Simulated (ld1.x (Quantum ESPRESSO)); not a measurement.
**u(r) = r·R(r): atom against pseudo-atom (Mn (Z = 25))**

Columns: radius, all-electron u(r) and pseudo u(r) of the 4s shell (level -5.14 eV) of manganese in the configuration [Ne] 3s2 3p6 3d5 4s2 4p0; Wu–Cohen, scalar-relativistic, PAW scheme, ld1.x (Quantum ESPRESSO) 7.5.

```csv
r (bohr),all-electron,pseudo
0.103,-0.0616,0.2006
0.205,-0.1610,0.3735
0.308,-0.0421,0.5008
0.410,0.1173,0.5672
0.513,0.2292,0.5711
0.615,0.2717,0.5191
0.718,0.2554,0.4241
0.820,0.1988,0.3049
0.923,0.1177,0.1761
1.025,0.0265,0.0530
1.128,-0.0677,-0.0592
1.230,-0.1575,-0.1561
1.332,-0.2405,-0.2406
1.435,-0.3157,-0.3157
1.538,-0.3816,-0.3816
1.640,-0.4375,-0.4375
1.743,-0.4851,-0.4851
1.845,-0.5239,-0.5239
1.948,-0.5555,-0.5555
2.050,-0.5799,-0.5799
2.153,-0.5984,-0.5984
2.255,-0.6111,-0.6111
2.358,-0.6192,-0.6192
2.460,-0.6228,-0.6228
2.562,-0.6227,-0.6227
2.665,-0.6194,-0.6194
```

Task: How many radial nodes do the two functions have?

Result: The all-electron 4s function has n − l − 1 = 3 (the table is too coarse to show those close to the nucleus); the pseudo-wave has 1, since 1 lower shell of the same l stays in the valence.

Task: At about which radius was the pseudo-wave matched?

Result: 1.45 bohr. The columns agree to 0.0005 from 1.33 bohr on; several derivatives are matched, so the curves merge somewhat inside the radius.

Task: Is the pseudo-wave norm-conserving?

Result: No, it belongs to a PAW set: the norm inside the radius is not constrained, and the difference is carried by the augmentation charge.
